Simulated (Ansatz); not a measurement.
C2H3NSe can be A, `NC#C[SeH]`, or B, `C[Se]C#N`.

Computed with Ansatz on PBE0-D4/def2-TZVP structures; ΔE is electronic, products minus reactants. CCSD(T)/CBS adds triple-zeta CCSD(T) − MP2 to the extrapolated MP2 energy (def2 sets, frozen cores). Functionals use def2-TZVPP. B3LYP here is the variant with VWN-RPA as its local correlation; programs differ in this. For Se outer-core shells are correlated without core-valence functions, which leaves a few kJ/mol of doubt a bond. Scalar relativity is left out up to krypton. Each species was taken in one conformer, which may not be the lowest.

Q: Which is lower in electronic energy at CCSD(T)/CBS, and by how much? (Estimate.)

A: Ansatz gave: B, by 147.0 kJ/mol.

Q: Give E(B) − E(A) in kJ/mol with B3LYP, B3LYP-D4, PBE-D4, MP2/def2-TZVPP, r2SCAN-D4, B2PLYP, HF/def2-TZVPP. (An estimate is asked.)

A: Computed: B3LYP -132.5, B3LYP-D4 -134.6, PBE-D4 -127.6, MP2/def2-TZVPP -155.6, r2SCAN-D4 -133.3, B2PLYP -143.9, HF/def2-TZVPP -147.4. None reverses the order clearly.

Q: Does the order hold for the free energy at 298.15 K (harmonic terms from PBE0-D4)? (An estimate is asked.)

A: Computed: Yes: G(B) − G(A) = -142.9 kJ/mol, for one conformer each.

Largest T1 diagnostic: 0.012.

From BLYP to BHLYP (50 % exact exchange), in def2-TZVPP and without D4, E(B) − E(A) moves by +3.6 kJ/mol. In def2-TZVPP, CCSD(T) changes the Hartree–Fock value by −7.6 kJ/mol (the triples alone add −2.2 kJ/mol) and MP2 by −8.2 kJ/mol.
